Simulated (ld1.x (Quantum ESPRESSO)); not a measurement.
**What the settings do to the ultrasoft potential of Sm**

Base potential:

```
Element                 : Sm (Z = 62)
Generator               : ld1.x (Quantum ESPRESSO) 7.5
Type                    : ultrasoft
Functional              : BLYP
Relativity              : scalar-relativistic
Frozen core             : [Kr] 4d10
Valence charge          : 16
Reference configuration : 4f6 5s2 5p6 5d1 6s1 6p0
Partial waves           : 5s (bound): rcut 1.80, rcutus 1.95 bohr; 6s (bound): rcut 1.80, rcutus 1.95 bohr; 5p (bound): rcut 2.20, rcutus 2.70 bohr; 6p (bound, empty): rcut 2.20, rcutus 2.70 bohr; 5d (bound): rcut 2.65, rcutus 3.45 bohr; 5d channel at 0.6 Ry: rcut 2.65, rcutus 3.45 bohr; 4f (bound): rcut 1.15, rcutus 1.50 bohr; 4f channel at 3.45 Ry: rcut 1.15, rcutus 1.50 bohr
Local potential         : all-electron potential smoothed inside 2.80 bohr (lloc = -2)
Core correction         : none
Augmentation charge     : PSQ, inside the norm-conserving radii
```

Cutoffs, loose and tight: the cutoffs (Ry, on a coarse ladder) from which the occupation-weighted sum of valence levels, in a spherical-Bessel basis at the reference potential, stays within 10 and 1 mRy of its value at 400 Ry. They do not see the model core or the augmentation charge, which bear on the density cutoff. Test errors are all-electron minus pseudo excitation energies from the reference, over the configurations 4f6 5s2 5p6 5d0 6s2 6p0; 4f6 5s2 5p6 5d0 6s1 6p0; 4f6 5s2 5p6 5d0 6s0 6p0; 4f5 5s2 5p6 5d0 6s0 6p0; 4f6 5s2 5p6 5d0 6s0 6p1; 4f6 5s2 5p6 5d0 6s0 6p2; 4f6 5s2 5p6 5d0.5 6s1.5 6p0. A dash means not determined; rows that change the core or the reference have their own tests.

Cutoffs are not given where the Bessel-basis levels miss the radial ones by over 6 mRy, ghosts where they miss by over 20 mRy; a channel whose overlap is not positive is not tested.

| change | outcome | cutoff, loose | cutoff, tight | bound ghosts | largest test error (meV) |
| --- | --- | --- | --- | --- | --- |
| base | generated | 70 Ry | 100 Ry | none | +119 |
| waves 5s (bound): rcut 1.58, rcutus 1.68 bohr; 6s (bound): rcut 1.58, rcutus 1.68 bohr | generated | 70 Ry | 100 Ry | none | +152 |
| waves 5s (bound): rcut 1.80, rcutus 1.94 bohr; 6s (bound): rcut 1.80, rcutus 1.94 bohr | generated | 70 Ry | 100 Ry | none | +119 |
| waves 5s (bound): rcut 1.80, rcutus 2.24 bohr; 6s (bound): rcut 1.80, rcutus 2.24 bohr | generated | 70 Ry | 100 Ry | none | +83 |
| waves 5s (bound): rcut 1.80, rcutus 2.66 bohr; 6s (bound): rcut 1.80, rcutus 2.66 bohr | generated | 70 Ry | 100 Ry | none | +409 |
| waves 5s (bound): rcut 1.80, rcutus 2.84 bohr; 6s (bound): rcut 1.80, rcutus 2.84 bohr | generated | 70 Ry | 100 Ry | none | test run stopped at test 1 of 7 (negative rho) |

(1) What comes out with this change to the base: waves 5s (bound): rcut 1.30, rcutus 1.38 bohr; 6s (bound): rcut 1.30, rcutus 1.38 bohr?

## Answers

(1) outcome: generated, overlap not positive; bound ghosts: not determined (overlap not positive); largest test error (meV): +286. A file whose overlap is not positive is unfit for use, and its test errors describe a broken file.

Reading the sweep of the s radius (base included, trends over the rows without a ghost): The loose cutoff stays near 70 Ry. The median size of the test errors (rows with all tests solved) is not monotonic: lowest 10.6 meV at 2.24 bohr, highest 22.7 meV at 2.66 bohr.
